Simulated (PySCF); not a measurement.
Species: SiH2Me(NMe2), C3H11NSi.
Structure used (PBE0-D3(BJ)/def2-SVP), in Å, numbered top down from 1:
```
atom  x, y, z in Å
Si1    0.8257    0.7515    0.5864
H2     0.8064    0.8004    2.0824
H3     2.2362    0.7691    0.0870
C4    -0.0624    2.2715   -0.0780
H5     0.4372    3.1945    0.2568
H6    -1.1057    2.3036    0.2730
H7    -0.0729    2.2719   -1.1793
N8     0.1370   -0.7752    0.1167
C9     0.3839   -1.3394   -1.1843
C10   -1.0107   -1.3221    0.7906
H11    0.4972   -2.4386   -1.1244
H12    1.3156   -0.9371   -1.6111
H13   -0.4311   -1.1376   -1.9099
H14   -1.1080   -0.8951    1.8007
H15   -1.9644   -1.1323    0.2545
H16   -0.9183   -2.4191    0.9053
```

Level of theory: TDDFT wB97X-D/def2-SVPD, vertical, gas phase, core orbitals frozen in the response (PySCF 2.14.0, density-fitted response routines).

Kohn–Sham orbitals with the atoms that hold most of them (Löwdin shares over 4%, at most four atoms; ? is withheld):

```tsv
orbital	ε (eV)	atoms
LUMO+2	2.95	Si1 42%, H2 14%, H3 14%, C4 7%
LUMO+1	2.76	C4 20%, Si1 15%, H2 8%, H5 8%
LUMO	?	Si1 22%, C4 12%, C9 10%, C10 10%
HOMO	-8.03	?
HOMO-1	-10.97	Si1 35%, H3 23%, H2 22%, C4 8%
HOMO-2	-11.00	C4 34%, Si1 27%, H2 9%, H3 7%
HOMO-3	-11.57	N8 29%, Si1 15%, C10 12%, C9 11%
```

Question: Give the leading atoms of the HOMO.

Answer: N8 (bonded to 2 C and Si) 53%; C10 (bonded to N and 3 H) 9%; C9 (bonded to N and 3 H) 9%; Si1 (bonded to C, N and 2 H) 6%. By element: nitrogen 53%, carbon 17% or more, silicon 6%.

Question: What is the LUMO energy, and the HOMO–LUMO gap?

Answer: ε(LUMO) = 2.15 eV; the gap is 10.18 eV (0.3741 hartree).

Question: How does S1 compare with the orbital gap of 10.18 eV?

Answer: S1 is at 5.95 eV (f = 0.0086), 4.23 eV below the gap, made of HOMO→LUMO (79%), HOMO→LUMO+1 (13%). 

Next come S2 at 6.75 eV (f 0.026), HOMO→LUMO+1 (48%), HOMO→LUMO+4 (25%), HOMO→LUMO (15%); S3 at 6.92 eV (f 0.064), HOMO→LUMO+2 (44%), HOMO→LUMO+4 (26%), HOMO→LUMO+1 (21%); S4 at 7.06 eV (f 0.0001), HOMO→LUMO+3 (68%), HOMO→LUMO+6 (18%), HOMO→LUMO+5 (11%); S5 at 7.38 eV (f 0.0044), HOMO→LUMO+2 (43%), HOMO→LUMO+4 (43%).

One conformer stands for the species.
